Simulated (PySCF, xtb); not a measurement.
Be(Br)(NH2) (BeBrH₂N), SMILES [NH2][Be][Br].

GFN2-xTB in xtb at its own geometry gives an orbital gap of 5.96 eV and a dipole moment of 5.38 D.

Geometry optimised at PBE0-D3(BJ)/def2-TZVP. Other conformers were not sampled.

Q: What does M06-2X/def2-TZVPD run with PySCF give? (The exact figures need the calculation; the answer reports its results.)

A: gap 8.73 eV (levels -9.01 and -0.28 eV), dipole 2.15 D.
